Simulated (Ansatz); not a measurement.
`[SiH3][NH][AlH][SiH2]Cl` + `S[SiH](Cl)Cl` → `Cl[SiH2]S[SiH](Cl)Cl` + `[AlH2][NH][SiH3]`  (cleavage of the Si–Al bond)

Isolated molecules relaxed with PBE0-D4/def2-TZVP in Ansatz; ΔE leaves out vibrations. CCSD(T)/CBS is the MP2 limit (def2-TZVPP, def2-QZVPP) plus CCSD(T) − MP2 in def2-TZVPP, frozen cores. One conformer a species, not always the lowest.

```
                  species  HF/CBS(def2) energy (Eh)
`[SiH3][NH][AlH][SiH2]Cl`               -1338.02942
           `S[SiH](Cl)Cl`               -1606.86977
   `Cl[SiH2]S[SiH](Cl)Cl`               -2356.01340
       `[AlH2][NH][SiH3]`                -588.90898
```

(1) Work out ΔE.

Largest T1 diagnostic among the species: 0.012.

Results:

(1) ΔE = (-2356.01340) + (-588.90898) − (-1338.02942) − (-1606.86977) = -0.02319 Eh = -0.63 eV. CCSD(T)/CBS gives -0.64 eV.

From PBE to PBE0 (25 % exact exchange), in def2-TZVPP and without D4, ΔE moves by −0.04 eV. The D4 term adds −0.09 eV with B3LYP and −0.05 eV with PBE0; it sums over pairs of atoms, weighted by their polarisabilities, and B3LYP, whose exchange is more repulsive, gets the larger term.

B3LYP here is the variant with VWN-RPA as its local correlation; programs differ in this.
